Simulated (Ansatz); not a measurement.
A search over several starts for the lowest SCF solution of the cluster CdCl3⁻ at the given spin, in a small basis.

```yaml
crystal:
  periodic: [false, false, false]
  atoms:
    - {symbol: Cd, position_ang: [0.073258, 0.535190, 0.943906]}
    - {symbol: Cl, position_ang: [0.046958, 2.652963, -0.383089]}
    - {symbol: Cl, position_ang: [-1.380798, -1.558429, -0.198557]}
    - {symbol: Cl, position_ang: [1.260591, -1.629735, -0.362260]}
basis:
  gaussian: {orbitals: def2-SVP, initial_orbitals: start.molden}
total_charge: -1
magnetization: {spin_polarized: true, initial_magnetization: 2}
hamiltonian: {xc: pbe0, dispersion: d4}
output: {orbitals: {seedname: orbitals}}
```

The file start.molden holds the orbitals of an earlier run on this structure, at another level or in another basis.

```sh
$ ansatz run in.yaml --threads 4 --pin off --events-out ev --progress --plain --max-ram 3916MiB
```

Output, abridged:

```
Functional definition: PBE0
807 factors; integrals over basis functions are off by at most 3.1e-4 eV
mean field evaluation 1: about -42110.6296 eV, gradient 5.5e0 eV
mean field evaluation 2: about -42110.7986 eV, gradient 1.7e-1 eV
mean field evaluation 4: about -42110.9594 eV, gradient 2.8e-3 eV
mean field evaluation 8: about -42110.0760 eV, gradient 1.1e1 eV
mean field evaluation 16: about -42110.9594 eV, gradient 1.5e-2 eV
mean field -42110.95940566 eV, -1547.5492143245 hartree, gradient 6.6e-5 eV, S^2 2.004720; 1 other end points of the search recorded, 0 dependent functions left out
reference -42110.95943482 eV, -1547.5492153963 hartree; 37, 35 occupied and 48, 50 virtual orbitals, 807 factors
Total energy: -42111.09000962 eV, -1547.5540139315 hartree
```

Run time 2.9 s (4 threads of Arm Neoverse V1 on a shared host).

In the def2 sets Cd takes a core potential; there is no spin–orbit coupling. In the triplet, Cl3 and Cl4 lie 2.65 Å apart (atoms count from 1), so these atoms are partly bonded to each other. At PBE0-D4/def2-TZVPD a singlet of charge -1 lies 3.41 eV below the triplet, each at its own geometry. The structure comes from a short search, and lower isomers may exist.
